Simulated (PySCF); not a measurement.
Computed structure and properties of [Dy(CH3)2]+

System: [Dy(CH3)2]+ (singlet in the valence; each metal's 4f electrons, 9 of them, lie in its core potential, out of spins and levels); start: displaced along the imaginary mode (C2). Method: PySCF 2.14.0, RKS PBE0, Dy lcecp-1-SVP with ECP55, C def2-SVP, H def2-SVP; non-relativistic Hamiltonian with scalar-relativistic core potentials where named; density fitting; no spin-orbit coupling.

Input of the relaxation:

```python
mol = gto.M(atom='''
Dy    -0.00000    -0.00000    -0.23583
C      1.72121    -0.01728     1.22901
H      2.72271     0.21395     0.75927
H      1.52692     0.74241     2.04672
H      1.80218    -1.02577     1.74024
C     -1.72121     0.01728     1.22901
H     -2.72271    -0.21395     0.75927
H     -1.52692    -0.74241     2.04672
H     -1.80218     1.02577     1.74024''',
    basis={'Dy': 'lcecp-1-SVP', 'C': 'def2-SVP', 'H': 'def2-SVP'},
    ecp={'Dy': 'lcecp-1-SVP'},
    charge=1, spin=0)
mf = dft.RKS(mol, xc='PBE0')
mf.grids.atom_grid = (50, 194)  # f atoms: unpruned, at least (60, 302)
mf = mf.density_fit()  # fitting sets: Dy AutoAux, C def2-universal-JKFIT, H def2-universal-JKFIT
mf.conv_tol = 1e-08; mf.max_cycle = 55
mf.kernel(dm0)  # dm0: converged density of the start geometry
# quasi-Newton relaxation in Cartesian coordinates to a largest gradient under 0.00045 Eh/bohr, steps kept in the point group
```

Run from Python with OMP_NUM_THREADS=2; the lines above give its settings. Where DIIS fails, smearing, a level shift and second-order steps follow.
It took 30 s on 2 threads of Intel(R) Xeon(R) Platinum 8259CL CPU @ 2.50GHz (Skylake/Cascade Lake), on a shared host, from the converged density of the start.

Course of the relaxation:

| step | energy above end (eV) | largest force component within the symmetry (eV/Å) |
| --- | --- | --- |
| 0 | 0.0621 | 0.726 |
| 1 | 0.0004 | 0.073 |
| 2 | 0.0002 | 0.053 |
| 3 | 0.0000 | 0.025 |
| 4 | 0.0000 | 0.004 |

Relaxed geometry (C2):

```xyz
9

Dy    0.0000    0.0000   -0.2319
C     1.7227   -0.0179    1.2300
H     2.7061    0.2112    0.7782
H     1.5412    0.7195    2.0354
H     1.8109   -1.0025    1.7296
C    -1.7227    0.0179    1.2300
H    -2.7061   -0.2112    0.7782
H    -1.5412   -0.7195    2.0354
H    -1.8109    1.0025    1.7296
```

| contact | Å |
| --- | --- |
| Dy1–C2 (CH3) | 2.259 |
| Dy1–C6 (CH3) | 2.259 |

On the finer grid (75, 302):

```yaml
HOMO: -11.72 eV
LUMO: -7.10 eV
Dipole_about_the_centre_of_mass: 3.55 D
Set_of_Mulliken_populations_of_Dy1_outside_the_core_potential: s 2.45, p 6.12, d 1.15, f 0.03
D3_BJ_dispersion_energy_not_in_the_energies: -0.132 eV
```

| atom | Mulliken (e) | Löwdin (e) | spin (e) |
| --- | --- | --- | --- |
| Dy1 | 1.25 | 1.13 | 0.00 |
| C2 | -0.52 | -0.32 | 0.00 |
| H3 | 0.13 | 0.08 | 0.00 |
| H4 | 0.14 | 0.09 | 0.00 |
| H5 | 0.13 | 0.09 | 0.00 |
| C6 | -0.52 | -0.32 | 0.00 |
| H7 | 0.13 | 0.08 | 0.00 |
| H8 | 0.14 | 0.09 | 0.00 |
| H9 | 0.13 | 0.09 | 0.00 |

The 4f levels lie in the core potential and are missing. Their spin isn't counted.

On the grid (50, 194), as all that follows. Harmonic modes: a minimum within the noise of the softest modes; lowest 42 cm⁻¹ (negative: unstable), highest 3119 cm⁻¹, zero-point energy 1.803 eV.

Taking off one CH3 (charge -1, singlet; the rest: singlet) in vacuum, both parts rigid, costs 15.79 eV; the small basis without counterpoise inflates it. Most of it is the attraction of opposite charges; other ways to part are cheaper, and one spin state was tried for the rest.

Rigid scan of CH3 along the line from its metal:

distance to C2 (Å), energy (eV) and a bar:
```
     1.96      0.786 ########
     2.06      0.305 ###
     2.16      0.067 #
     2.26      0.000 
     2.36      0.052 
     2.46      0.184 ##
     2.66      0.585 ######
     2.96      1.308 #############
     3.36      2.222 #####################
     3.86      3.122 ##############################
```

One start shape was tried, so this needn't be the lowest isomer.

An lcecp potential fixes the number of 4f electrons, so in runs with it no electron can move into or out of that shell.
